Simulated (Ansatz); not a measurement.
`B/C=C/C` + HI → `BI` + propene  (ligand exchange at a B–C bond)

Computed with Ansatz on PBE0-D4/def2-TZVP structures; ΔE is electronic, products minus reactants. CBS: MP2 limit from def2 TZ/QZ plus the TZ coupled-cluster correction, frozen cores. DFT in def2-TZVPP. def2 core potentials past Kr. For I outer-core shells are correlated without core-valence functions, which leaves a few kJ/mol of doubt a bond.

`B/C=C/C`:

Z-matrix (Å, degrees):
```
C
C 1 1.483
H 1 1.091 2 112.0
H 1 1.095 2 110.4 3 121.5
H 1 1.095 2 110.5 3 -121.5
C 2 1.345 1 126.3 3 -0.1
H 2 1.090 1 116.0 3 179.9
B 6 1.525 2 120.7 1 -180.0
H 6 1.090 2 117.3 1 0.0
H 8 1.200 6 118.9 2 -0.1
H 8 1.198 6 122.1 2 179.9
```

HI:

```xyz
2

I    -0.130   -0.730   -0.313
H     0.130    0.730    0.313
```

`BI`:

Cartesian coordinates in Å:
```
B -0.037 0.007 0.245
I 0.272 -0.053 -1.830
H -1.119 -0.264 0.652
H 0.884 0.310 0.933
```

`C=CC`:

Z-matrix (Å, degrees):
```
C
C 1 1.490
H 1 1.095 2 111.0
H 1 1.095 2 111.0 3 118.3
H 1 1.092 2 111.5 3 -120.8
C 2 1.325 1 125.1 3 120.8
H 2 1.088 1 116.2 3 -59.2
H 6 1.084 2 121.6 1 -180.0
H 6 1.086 2 121.4 1 0.0
```

**Question.** Is it downhill or uphill in electronic energy at CCSD(T)/CBS, and by how much? (An estimate is asked.)

**Answer.** The calculation gave: Downhill: ΔE = -43.7 kJ/mol.

**Question.** What do these levels give: LDA (SPW92), PBE0-D4, PBE-QIDH, SCS-MP2/def2-QZVPP, HF/CBS(def2), MP2/CBS(def2)? (Best estimate.)

**Answer.** Ansatz gave: LDA (SPW92) -30.7, PBE0-D4 -37.1, PBE-QIDH -41.1, SCS-MP2/def2-QZVPP -43.8, HF/CBS(def2) -36.4, MP2/CBS(def2) -46.8 kJ/mol.

Largest T1 diagnostic among the species: 0.012.

Leaving LDA and LC-ωPBE aside and taking each functional with its dispersion term where it has one, the values, not all of them listed here, spread over 11.8 kJ/mol, from PBE-QIDH to B97M-V. LDA lies +7.3 kJ/mol from PBE without D4. In def2-TZVPP, CCSD(T) changes the Hartree–Fock value by −5.2 kJ/mol (the triples alone add −1.1 kJ/mol) and MP2 by −8.4 kJ/mol.
